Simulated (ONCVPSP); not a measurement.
What one change does to a pseudopotential (boron (B), ONCV)

ONCVPSP 4.0.1 input, shortened (lines: element, Z, core and valence counts, functional; n l f; lmax; l rc ep ncon nbas qcut; lloc lpopt rc5 dvloc0; l nproj debl; icmod fcfact rcfact), LDA (Perdew-Zunger), scalar-relativistic:

```
  B 5.00    1    2        3      upf
    1    0    2.00
    2    0    1.00
    2    1    2.00
    2
    0    1.70    0.00    5    9    3.00
    1    3.85    0.00    4    9    4.60
    2    3.75    0.14    4    8    2.20
    4    5    1.05    0.00
    0    2    0.60
    1    2    1.60
    2    2    1.10
    2    0.60    0.70
```

Change: all radii but the core radius scaled by about 0.91 (s 1.54, p 3.48, d 3.40 bohr); local potential polynomial inside 0.96 bohr (lpopt 5, dvloc0 0 Ha).

Cutoffs: the cutoffs (Ha) at which the residual kinetic energy of the hardest occupied pseudo-wave falls to 1 and 0.1 mHa per electron; they do not see the model core or the augmentation charge, which bear on the density cutoff. Errors are all-electron minus pseudo energies relative to the spin-unpolarised reference configuration.

Q: Predict the effect on cutoff, ghosts and configuration errors.

A: The potential gets harder (36 Ha and 72 Ha → 47 Ha and 89 Ha); a bound ghost appears in d, which as a rule spoils a file; of the 4 tests that both files solve, the error grows in 0 and shrinks in 3 by more than 15 % and 0.3 meV (median size 155.9 → 126.8 meV). A smaller radius makes the pseudo-wave follow the all-electron one further in, where it bends more sharply, so more plane waves are needed. Less of the atom is replaced, so other configurations are described better.

```tsv
quantity	base	changed
cutoff, loose	36 Ha	47 Ha
cutoff, tight	72 Ha	89 Ha
loose cutoff by channel	s 36 Ha, p 5.2 Ha	s 47 Ha, p 5.8 Ha
bound ghosts	none	d
GHOST(+) flags under 300 eV	none	none
error for 2s2 2p1, meV [ΔE -5.69 eV]	-34	-23
error for 2s2 2p0, meV [ΔE 2.64 eV]	+266	+214
error for 2s1 2p0, meV [ΔE 27.95 eV]	+865	+691
error for 2s2 2p0.5, meV [ΔE -2.74 eV]	+46	+40
rms error of d²Exc/dni dnj with the model core, mHa	0.81	0.92
```

 A true bound ghost makes a file unfit for plane-wave use even where its test errors are small: the radial tests pick states by their node count and pass the ghost by.
